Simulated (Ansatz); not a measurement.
Stretching the O3–H4 bond in GaH3O2 (SMILES [OH][GaH][OH]) (multiplicity 1 held, fragments rigid). Energies count from the point at 0.963 Å.
Geometry at that point (charge 0, multiplicity 1):
```tsv
atom	x (Å)	y (Å)	z (Å)
Ga	-0.2440	-0.1775	-0.1512
H	-1.3542	-1.0163	-0.8271
O	0.0204	1.5378	-0.5766
H	0.7423	1.9403	-0.0819
O	0.9023	-0.7560	1.1056
H	0.7953	-1.6758	1.3651
```

Signs of static correlation in cc-pVDZ, with CASSCF(4,3), from Ansatz (an electronic-structure program) runs.

```json
[
 {"R (Å)": "0.771", "T1 of restricted CCSD": "0.016", "⟨S²⟩ of UHF": "0.000", "largest double amplitude of restricted CCSD": "0.032", "weight of the CASSCF reference in MRCISD": "0.902", "CASSCF natural occupations": "2.00 1.99 0.01"},
 {"R (Å)": "0.867", "T1 of restricted CCSD": "0.016", "⟨S²⟩ of UHF": "0.000", "largest double amplitude of restricted CCSD": "0.032", "weight of the CASSCF reference in MRCISD": "0.901", "CASSCF natural occupations": "2.00 1.99 0.01"},
 {"R (Å)": "0.963", "T1 of restricted CCSD": "0.017", "⟨S²⟩ of UHF": "0.000", "largest double amplitude of restricted CCSD": "0.032", "weight of the CASSCF reference in MRCISD": "0.901", "CASSCF natural occupations": "2.00 1.98 0.02"},
 {"R (Å)": "1.060", "T1 of restricted CCSD": "0.017", "⟨S²⟩ of UHF": "0.000", "largest double amplitude of restricted CCSD": "0.032", "weight of the CASSCF reference in MRCISD": "0.900", "CASSCF natural occupations": "2.00 1.97 0.03"},
 {"R (Å)": "1.156", "T1 of restricted CCSD": "0.018", "⟨S²⟩ of UHF": "0.000", "largest double amplitude of restricted CCSD": "0.030", "weight of the CASSCF reference in MRCISD": "0.900", "CASSCF natural occupations": "2.00 1.96 0.04"},
 {"R (Å)": "1.300", "T1 of restricted CCSD": "0.019", "⟨S²⟩ of UHF": "0.000", "largest double amplitude of restricted CCSD": "0.028", "weight of the CASSCF reference in MRCISD": "0.899", "CASSCF natural occupations": "2.00 1.93 0.07"},
 {"R (Å)": "1.445", "T1 of restricted CCSD": "0.020", "⟨S²⟩ of UHF": "0.282", "largest double amplitude of restricted CCSD": "0.049", "weight of the CASSCF reference in MRCISD": "0.899", "CASSCF natural occupations": "2.00 1.89 0.12"},
 {"R (Å)": "1.686", "T1 of restricted CCSD": "0.023", "⟨S²⟩ of UHF": "?", "largest double amplitude of restricted CCSD": "0.179", "weight of the CASSCF reference in MRCISD": "0.900", "CASSCF natural occupations": "2.00 1.77 0.23"},
 {"R (Å)": "1.927", "T1 of restricted CCSD": "0.026", "⟨S²⟩ of UHF": "0.889", "largest double amplitude of restricted CCSD": "0.321", "weight of the CASSCF reference in MRCISD": "0.901", "CASSCF natural occupations": "2.00 1.61 0.39"},
 {"R (Å)": "2.216", "T1 of restricted CCSD": "0.032", "⟨S²⟩ of UHF": "0.963", "largest double amplitude of restricted CCSD": "0.469", "weight of the CASSCF reference in MRCISD": "0.901", "CASSCF natural occupations": "2.00 1.42 0.58"},
 {"R (Å)": "2.601", "T1 of restricted CCSD": "0.037", "⟨S²⟩ of UHF": "0.995", "largest double amplitude of restricted CCSD": "?", "weight of the CASSCF reference in MRCISD": "0.902", "CASSCF natural occupations": "2.00 1.24 0.76"},
 {"R (Å)": "3.082", "T1 of restricted CCSD": "0.040", "⟨S²⟩ of UHF": "1.005", "largest double amplitude of restricted CCSD": "0.756", "weight of the CASSCF reference in MRCISD": "0.902", "CASSCF natural occupations": "2.00 1.11 0.89"}
]
```

Q: Some entries are withheld; supply them.

A: 
- 1.686, ⟨S²⟩ of UHF: 0.724
- 2.601, largest double amplitude of restricted CCSD: 0.628

Doubts at one or more of the structures used: active orbitals that take no part (SC-NEVPT2 on CASSCF(4,3)/cc-pVDZ); a restricted determinant that unrestricted orbitals would lower (R-CCSD(T)/cc-pVDZ); other coupled-cluster roots lie near (R-CCSD(T)/cc-pVDZ); a spin-contaminated determinant (U-CCSD(T)/cc-pVDZ); T1 above 0.05 (U-CCSD(T)/cc-pVDZ); the program's own flag: other amplitudes (U-CCSD(T)/cc-pVDZ).
